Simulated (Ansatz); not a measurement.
`[CH3][Sb]([CH3])[CH3]` and `C[As](C)C` differ in one element.

Ansatz, PBE0-D4/def2-TZVP geometries, multiplicity 1. 

Elements past krypton have def2 core potentials. Scalar relativity is left out up to krypton. Spin–orbit coupling is left out; it splits and shifts lone-pair levels of the heavy atoms by tenths of an eV.

| property | `[CH3][Sb]([CH3])[CH3]` |
| --- | --- |
| HOMO–LUMO gap (ωB97M-V/def2-TZVPP) / eV | 10.26 |
| size of the dipole moment (PBE/def2-TZVPP) / D | 0.61 |
| size of the dipole moment (ωB97M-V/def2-TZVPP) / D | 0.56 |
| HOMO–LUMO gap (PBE/def2-TZVPP) / eV | 4.98 |
| HOMO energy (B3LYP/def2-TZVPP) / eV | -6.26 |
| HOMO energy (ωB97M-V/def2-TZVPP) / eV | -8.50 |

(1) What does the change do to each property? (Best estimate.)

Answers

(1) Computed: 
| property | `C[As](C)C` | shift |
| --- | --- | --- |
| HOMO–LUMO gap (ωB97M-V/def2-TZVPP) / eV | 11.23 | 0.97 |
| size of the dipole moment (PBE/def2-TZVPP) / D | 0.92 | 0.31 |
| size of the dipole moment (ωB97M-V/def2-TZVPP) / D | 0.90 | 0.34 |
| HOMO–LUMO gap (PBE/def2-TZVPP) / eV | 5.75 | 0.77 |
| HOMO energy (B3LYP/def2-TZVPP) / eV | -6.29 | -0.03 |
| HOMO energy (ωB97M-V/def2-TZVPP) / eV | -8.61 | -0.11 |

With PBE0 the HOMO falls by 0.05 eV and the LUMO rises by 0.90 eV, so the gap widens by about 0.95 eV. PBE moves the HOMO by 0.04 eV and ωB97M-V by -0.11 eV. Dipoles are sizes alone; their direction can turn.

Positive LUMOs are unbound, so they and the gaps depend on the basis.

B3LYP here is the variant with VWN-RPA as its local correlation; programs differ in this.
